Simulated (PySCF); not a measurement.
**Partial charges of `CC[C@@H]1OC(=O)C(=O)O[C@H]1C`**

Species: C7H10O4.
Structure used (GFN2-xTB), in Å, numbered top down from 1:
```
atom  x, y, z in Å
C1     2.7230    0.2520    0.1998
C2     1.3967   -0.0680    0.8785
C3     0.3291   -0.4763   -0.1426
O4     0.1069    0.5662   -1.0921
C5    -0.7266    1.5565   -0.7531
O6    -0.9930    2.4355   -1.5202
C7    -1.3367    1.5104    0.6644
O8    -1.6549    2.5078    1.2431
O9    -1.5019    0.3018    1.2184
C10   -1.0091   -0.8382    0.5123
C11   -2.0376   -1.3395   -0.4977
H12    3.1146   -0.6271   -0.3065
H13    3.4490    0.5799    0.9385
H14    2.5933    1.0436   -0.5340
H15    1.0509    0.8068    1.4346
H16    1.5257   -0.8889    1.5858
H17    0.6908   -1.3182   -0.7426
H18   -0.8538   -1.5924    1.2911
H19   -2.9923   -1.4882    0.0002
H20   -2.1755   -0.6218   -1.3041
H21   -1.7076   -2.2848   -0.9195
```

Density: PBE0/pcSseg-1 (PySCF); schemes: Mulliken, IAO, Hirshfeld and ESP-fitted. One conformer (not necessarily the lowest) at the GFN2-xTB geometry, without solvent, vibrations or thermal averaging.

Question: What partial charge does each atom carry?

Answer: In e:

```tsv
atom	environment	Mulliken	IAO	Hirshfeld	ESP-fitted
C1	methyl carbon	-0.247	-0.421	-0.117	-0.310
C2	chain CH2 carbon	-0.217	-0.266	-0.075	+0.119
C3	sp3 carbon bound to oxygen	-0.035	+0.060	+0.047	-0.249
O4	ester single-bonded oxygen	-0.424	-0.329	-0.089	-0.289
C5	ester carbonyl carbon	+0.443	+0.452	+0.196	+0.565
O6	ester carbonyl oxygen	-0.334	-0.386	-0.233	-0.470
C7	ester carbonyl carbon	+0.443	+0.453	+0.194	+0.649
O8	ester carbonyl oxygen	-0.334	-0.386	-0.233	-0.476
O9	ester single-bonded oxygen	-0.422	-0.329	-0.096	-0.423
C10	sp3 carbon bound to oxygen	-0.024	+0.066	+0.049	+0.246
C11	methyl carbon	-0.182	-0.439	-0.125	-0.474
H12	methyl hydrogen	+0.111	+0.139	+0.042	+0.084
H13	methyl hydrogen	+0.126	+0.151	+0.048	+0.088
H14	methyl hydrogen	+0.134	+0.154	+0.041	+0.109
H15	methylene hydrogen	+0.145	+0.143	+0.037	+0.042
H16	methylene hydrogen	+0.130	+0.144	+0.049	+0.023
H17	methine hydrogen	+0.141	+0.160	+0.057	+0.206
H18	methine hydrogen	+0.142	+0.164	+0.059	+0.107
H19	methyl hydrogen	+0.142	+0.163	+0.052	+0.164
H20	methyl hydrogen	+0.137	+0.153	+0.042	+0.159
H21	methyl hydrogen	+0.125	+0.154	+0.054	+0.131
```

Mean size of the charges over all atoms: ESP-fitted 0.256 e, IAO 0.243 e, Mulliken 0.211 e, Hirshfeld 0.092 e. Each set sums to the total charge, 0, to within 0.002 e. The ESP scheme fits charges at the nuclei, held to the total charge, to the electrostatic potential on points at 1.4 to 2.0 times the van der Waals radii.

Lowest charge. The schemes don't all agree: Mulliken O4 (-0.424); IAO C11 (-0.439); Hirshfeld O6 and O8 (-0.233); ESP-fitted O8 (-0.476).

Highest charge. The schemes don't all agree: Mulliken C5 and C7 (+0.443); IAO C7 (+0.453); Hirshfeld C5 (+0.196); ESP-fitted C7 (+0.649).

Question: How closely do the schemes follow one another over all atoms?

Answer: Correlation coefficient and root-mean-square difference: Mulliken with IAO 0.96, 0.083 e; IAO with Hirshfeld 0.95, 0.173 e; Mulliken with Hirshfeld 0.92, 0.152 e; Hirshfeld with ESP-fitted 0.90, 0.217 e; IAO with ESP-fitted 0.90, 0.139 e; Mulliken with ESP-fitted 0.88, 0.149 e.

Question: How many electrons does the ESP-fitted scheme count on C1?

Answer: Z − q = 6 − (-0.310) = 6.310.

Question: Sum the charges by element.

Answer: 
| element | atoms | Mulliken | IAO | Hirshfeld | ESP-fitted |
| --- | --- | --- | --- | --- | --- |
| C | 7 | +0.181 | -0.095 | +0.169 | +0.545 |
| O | 4 | -1.514 | -1.429 | -0.651 | -1.658 |
| H | 10 | +1.333 | +1.524 | +0.481 | +1.113 |

These values come from a run that also computed NMR shieldings. The run took 1.7 min of wall time on Arm Neoverse N1, one thread, no GPU, on a shared host, and the process peaked at 1.1 GiB of memory.
